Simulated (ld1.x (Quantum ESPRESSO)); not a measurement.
## Building the TM potential for Te (Z = 52) (LDA (PZ), scalar-relativistic).

The input file (ld1.x (Quantum ESPRESSO) 7.5):

```
&input
   title='Te', zed=52., rel=1, dft='PZ', iswitch=3,
   config='[Kr] 4d10 5s2 5p4 5d-2',
   nld=3, rlderiv=2.35, eminld=-3.0, emaxld=5.0, deld=0.02
 /
 &inputp
   pseudotype=2, tm=.true., lloc=-1, rcloc=1.30,
   nlcc=.true., new_core_ps=.true.,
   file_pseudopw='Te.UPF', file_wfcaegen='ae.wfc', file_wfcncgen='nc.wfc', file_beta='beta', file_chi='chi'
 /
3
5S  1  0   2.00   0.00  1.70  1.70  0.0
5P  2  1   4.00   0.00  2.15  2.15  0.0
5D  3  2  -2.00   0.50  1.80  1.80  0.0
 &test
   configts(1)='5s2 5p4'
 /
```

Command:

```bash
ld1.x < Te.in > Te.out
```

Resulting log (shortened: banner, matrices, multipoles, cross overlaps and the repeated all-electron block are left out):

```
Program LD1 v.7.5
     --------------------------- All-electron run ----------------------------

     Te
     scalar relativistic calculation

     atomic number is 52.00
     dft =PZ   lsd =0 sic =0 latt =0  beta=0.20 tr2=1.0E-14
     Exchange-correlation= PZ
                           (   1   1   0   0   0   0   0)
     mesh =1245 r(mesh) =  99.36066 a.u. xmin = -7.00 dx = 0.01250
     1 Ry =  13.60569312 eV, c = 137.03599908

     n l     nl                  e(Ry)          e(Ha)          e(eV)
     1 0     1S 1( 2.00)     -2322.0765     -1161.0383    -31593.4607
     2 0     2S 1( 2.00)      -356.1619      -178.0809     -4845.8289
     2 1     2P 1( 6.00)      -319.9077      -159.9539     -4352.5660
     3 0     3S 1( 2.00)       -70.8399       -35.4200      -963.8264
     3 1     3P 1( 6.00)       -59.0541       -29.5271      -803.4722
     4 0     4S 1( 2.00)       -12.0532        -6.0266      -163.9921
     4 1     4P 1( 6.00)        -8.3930        -4.1965      -114.1930
     3 2     3D 1(10.00)       -41.1817       -20.5908      -560.3049
     4 2     4D 1(10.00)        -3.0646        -1.5323       -41.6958
     5 0     5S 1( 2.00)        -1.1290        -0.5645       -15.3605
     5 1     5P 1( 4.00)        -0.4496        -0.2248        -6.1171

     final scf error:  9.5E-15 reached in  36 iterations

     Etot =  -13577.696953 Ry,   -6788.848477 Ha, -184733.978065 eV

     Ekin =   14222.673736 Ry,    7111.336868 Ha,  193509.334242 eV
     Encl =  -32856.317009 Ry,  -16428.158505 Ha, -447032.966382 eV
     Eh   =    5395.624922 Ry,    2697.812461 Ha,   73411.216895 eV
     Exc  =    -339.678602 Ry,    -169.839301 Ha,   -4621.562821 eV

     normalization and overlap integrals

     s(1S/1S) =  1.000000  <r> =   0.0278  <r2> =    0.0010  r(max) =   0.0181
     s(2S/2S) =  1.000000  <r> =   0.1200  <r2> =    0.0170  r(max) =   0.1014
     s(2P/2P) =  1.000000  <r> =   0.1048  <r2> =    0.0134  r(max) =   0.0810
     s(3S/3S) =  1.000000  <r> =   0.3226  <r2> =    0.1190  r(max) =   0.2934
     s(3P/3P) =  1.000000  <r> =   0.3206  <r2> =    0.1192  r(max) =   0.2861
     s(4S/4S) =  1.000000  <r> =   0.7646  <r2> =    0.6613  r(max) =   0.7038
     s(4P/4P) =  1.000000  <r> =   0.8213  <r2> =    0.7699  r(max) =   0.7399
     s(3D/3D) =  1.000000  <r> =   0.2970  <r2> =    0.1045  r(max) =   0.2372
     s(4D/4D) =  1.000000  <r> =   0.9732  <r2> =    1.1147  r(max) =   0.8076
     s(5S/5S) =  1.000000  <r> =   2.0763  <r2> =    4.9022  r(max) =   1.7749
     s(5P/5P) =  1.000000  <r> =   2.6629  <r2> =    8.2318  r(max) =   2.1679

     ------------------------ End of All-electron run ------------------------

     --------------------- Generating NC pseudopotential ---------------------

      Generating local potential from pseudized AE potential:
      Matching radius rcloc =   1.3000

      Local pseudo, rcloc= 1.315 Estimated cut-off energy=    14.43 Ry

      Computing core charge for nlcc:

       r > 1.49 : true rho core
      Core charge pseudized with two Bessel functions
      Integrated core pseudo-charge :  16.20

      Wfc   5S  rcut= 1.688  Using Troullier-Martins method

      Wfc   5P  rcut= 2.168  Using Troullier-Martins method

      Wfc   5D  rcut= 1.820  Using Troullier-Martins method

     ------------------- End of pseudopotential generation -------------------

     Computing logarithmic derivative in   2.35144
     Computing logarithmic derivative in   2.35144
     Computing the partial wave expansion
     R is outside the sphere for l=    0 j= 0.00
     R is outside the sphere for l=    1 j= 0.00
     R is outside the sphere for l=    2 j= 0.00

     ---------------------- Testing the pseudopotential ----------------------

     Te
     scalar relativistic calculation

     atomic number is 52.00   valence charge is  6.00
     dft =PZ   lsd =0 sic =0 latt =0  beta=0.20 tr2=1.0E-14
     mesh =1245 r(mesh) =  99.36066 xmin = -7.00 dx = 0.01250

     n l     nl             e AE (Ry)        e PS (Ry)    De AE-PS (Ry)
     1 0     5S   1( 2.00)       -1.12898       -1.12898        0.00001
     2 1     5P   1( 4.00)       -0.44960       -0.44960        0.00000

     eps = 3.1E-15  iter =  4

     Etot =  -13577.696953 Ry,   -6788.848477 Ha, -184733.978065 eV
     Etotps =   -47.077885 Ry,     -23.538942 Ha,    -640.527250 eV

     Ekin =       4.616021 Ry,       2.308010 Ha,      62.804160 eV
     Encl =     -34.449152 Ry,     -17.224576 Ha,    -468.704590 eV
     Ehrt =      13.173455 Ry,       6.586727 Ha,     179.233986 eV
     Ecxc =     -35.083459 Ry,     -17.541729 Ha,    -477.334774 eV
     (Ecc =     -30.552415 Ry,     -15.276208 Ha,    -415.686788 eV)
     Epseu=       4.665251 Ry,       2.332625 Ha,      63.473969 eV

     ---------------------- End of pseudopotential test ----------------------
```

Note: ghost states, extra bound levels that the all-electron valence spectrum of the same l lacks: s at -142.0 eV, p at -19.5 eV. A true bound ghost makes a file unfit for plane-wave use.

Generation and configuration tests took about 2.1 s on one core of a shared server CPU.

Transferability test of the new file with ld1.x, input:

```
&input
   title='Te', zed=52., rel=1, dft='PZ', iswitch=2,
   config='[Kr] 4d10 5s2 5p4 5d-2'
 /
 &test
   file_pseudo='Te.UPF', nconf=10,
   configts(1)='5s2 5p4',
   configts(2)='5s2 5p3',
   configts(3)='5s2 5p2',
   configts(4)='5s2 5p1',
   configts(5)='5s2 5p4.3',
   configts(6)='5s2 5p0',
   configts(7)='5s0 5p6',
   configts(8)='5s2 5p3.5',
   configts(9)='5s2 5p4', lsdts(9)=1,
   configts(10)='5s2 5p3', lsdts(10)=1
 /
```

```bash
ld1.x < Te.test.in > Te.test.out
```

Pseudopotential blocks of its output, shortened (energy terms left out; the distinct warnings before each block abridged to one line each):

```
     ---------------------- Testing the pseudopotential ----------------------

     n l     nl             e AE (Ry)        e PS (Ry)    De AE-PS (Ry)
     1 0     5S   1( 2.00)       -1.12898       -1.12898        0.00001
     2 1     5P   1( 4.00)       -0.44960       -0.44960        0.00000

     eps = 7.5E-17  iter =  4

     Etot =  -13577.696953 Ry,   -6788.848477 Ha, -184733.978065 eV
     Etotps =   -47.077884 Ry,     -23.538942 Ha,    -640.527238 eV

     ---------------------- End of pseudopotential test ----------------------

          ---------------------- Testing the pseudopotential ----------------------

     n l     nl             e AE (Ry)        e PS (Ry)    De AE-PS (Ry)
     1 0     5S   1( 2.00)       -1.74453       -1.74745        0.00291
     2 1     5P   1( 3.00)       -1.02138       -1.02286        0.00148

     eps = 6.1E-15  iter =  7

     Etot =  -13576.968165 Ry,   -6788.484083 Ha, -184724.062397 eV
     Etotps =   -46.348230 Ry,     -23.174115 Ha,    -630.599800 eV
     dEtot_ae =       0.728788 Ry
     dEtot_ps =       0.729653 Ry,   Delta E=      -0.000865 Ry

     ---------------------- End of pseudopotential test ----------------------

          BEWARE! Errors in PS-KS equations
     Warning: n=1, l=0 expected 0 nodes, found 2
     Warning: n=2, l=1 expected 0 nodes, found 1
     ---------------------- Testing the pseudopotential ----------------------

     n l     nl             e AE (Ry)        e PS (Ry)    De AE-PS (Ry)
     1 0     5S   1( 2.00)       -2.43075       -3.96975        1.53900  !
     2 1     5P   1( 2.00)       -1.66050       -2.14922        0.48871  !

     eps = 6.5E-15  iter = 33

     Etot =  -13575.632435 Ry,   -6787.816218 Ha, -184705.888862 eV
     Etotps =   -44.582270 Ry,     -22.291135 Ha,    -606.572680 eV
     dEtot_ae =       2.064518 Ry
     dEtot_ps =       2.495614 Ry,   Delta E=      -0.431096 Ry

     ---------------------- End of pseudopotential test ----------------------

          BEWARE! Errors in PS-KS equations
     ---------------------- Testing the pseudopotential ----------------------

     n l     nl             e AE (Ry)        e PS (Ry)    De AE-PS (Ry)
     1 0     5S   1( 2.00)       -3.17071       -3.96975        0.79904  !
     2 1     5P   1( 1.00)       -2.35117       -2.35117        0.00000

     eps = 4.0E-16  iter =  9

     Etot =  -13573.630912 Ry,   -6786.815456 Ha, -184678.656752 eV
     Etotps =   -42.635008 Ry,     -21.317504 Ha,    -580.078838 eV
     dEtot_ae =       4.066041 Ry
     dEtot_ps =       4.442875 Ry,   Delta E=      -0.376834 Ry

     ---------------------- End of pseudopotential test ----------------------

          ---------------------- Testing the pseudopotential ----------------------

     n l     nl             e AE (Ry)        e PS (Ry)    De AE-PS (Ry)
     1 0     5S   1( 2.00)       -0.96236       -0.96181       -0.00055
     2 1     5P   1( 4.30)       -0.29498       -0.29474       -0.00024

     eps = 9.9E-15  iter = 16

     Etot =  -13577.808384 Ry,   -6788.904192 Ha, -184735.494151 eV
     Etotps =   -47.189304 Ry,     -23.594652 Ha,    -642.043184 eV
     dEtot_ae =      -0.111430 Ry
     dEtot_ps =      -0.111420 Ry,   Delta E=      -0.000010 Ry

     ---------------------- End of pseudopotential test ----------------------

          ---------------------- Testing the pseudopotential ----------------------

     n l     nl             e AE (Ry)        e PS (Ry)    De AE-PS (Ry)
     1 0     5S   1( 2.00)       -3.95225       -3.96975        0.01750  !
     2 1     5P   1( 0.00)       -3.08062       -3.08062        0.00000

     eps = 3.1E-15  iter =  5

     Etot =  -13570.918378 Ry,   -6785.459189 Ha, -184641.750849 eV
     Etotps =   -40.283839 Ry,     -20.141919 Ha,    -548.089545 eV
     dEtot_ae =       6.778575 Ry
     dEtot_ps =       6.794045 Ry,   Delta E=      -0.015470 Ry

     ---------------------- End of pseudopotential test ----------------------

          BEWARE! Errors in PS-KS equations
     ---------------------- Testing the pseudopotential ----------------------

     n l     nl             e AE (Ry)        e PS (Ry)    De AE-PS (Ry)
     1 0     5S   1( 0.00)       -1.23717       -1.23717        0.00000
     2 1     5P   1( 6.00)       -0.52692       -0.53303        0.00610  !

     eps = 3.8E-19  iter =  4

     Etot =  -13576.306721 Ry,   -6788.153361 Ha, -184715.062990 eV
     Etotps =   -33.750576 Ry,     -16.875288 Ha,    -459.199978 eV
     dEtot_ae =       1.390232 Ry
     dEtot_ps =      13.327308 Ry,   Delta E=     -11.937075 Ry

     ---------------------- End of pseudopotential test ----------------------

          ---------------------- Testing the pseudopotential ----------------------

     n l     nl             e AE (Ry)        e PS (Ry)    De AE-PS (Ry)
     1 0     5S   1( 2.00)       -1.42644       -1.42772        0.00128
     2 1     5P   1( 3.50)       -0.72574       -0.72638        0.00064

     eps = 3.5E-15  iter =  9

     Etot =  -13577.404086 Ry,   -6788.702043 Ha, -184729.993403 eV
     Etotps =   -46.784788 Ry,     -23.392394 Ha,    -636.539462 eV
     dEtot_ae =       0.292867 Ry
     dEtot_ps =       0.293096 Ry,   Delta E=      -0.000229 Ry

     ---------------------- End of pseudopotential test ----------------------

          ---------------------- Testing the pseudopotential ----------------------

     n l     nl             e AE (Ry)        e PS (Ry)    De AE-PS (Ry)
     1 0     5S   1( 1.00)       -1.15852       -1.15831       -0.00021
     2 1     5P   1( 3.00)       -0.47894       -0.47879       -0.00015
     1 0     5S   2( 1.00)       -1.08588       -1.08544       -0.00045
     2 1     5P   2( 1.00)       -0.40777       -0.40757       -0.00020

     eps = 3.3E-15  iter =  6

     Etot =  -13577.732220 Ry,   -6788.866110 Ha, -184734.457895 eV
     Etotps =   -47.113201 Ry,     -23.556600 Ha,    -641.007754 eV
     dEtot_ae =      -0.035267 Ry
     dEtot_ps =      -0.035317 Ry,   Delta E=       0.000050 Ry

     ---------------------- End of pseudopotential test ----------------------

          ---------------------- Testing the pseudopotential ----------------------

     n l     nl             e AE (Ry)        e PS (Ry)    De AE-PS (Ry)
     1 0     5S   1( 1.00)       -1.79227       -1.79458        0.00231
     2 1     5P   1( 3.00)       -1.07032       -1.07158        0.00126
     1 0     5S   2( 1.00)       -1.66212       -1.66405        0.00193
     2 1     5P   2( 0.00)       -0.93658       -0.94657        0.00999  !

     eps = 2.9E-15  iter =  7

     Etot =  -13577.064518 Ry,   -6788.532259 Ha, -184725.373344 eV
     Etotps =   -46.445147 Ry,     -23.222573 Ha,    -631.918416 eV
     dEtot_ae =       0.632435 Ry
     dEtot_ps =       0.632737 Ry,   Delta E=      -0.000301 Ry

     ---------------------- End of pseudopotential test ----------------------
```
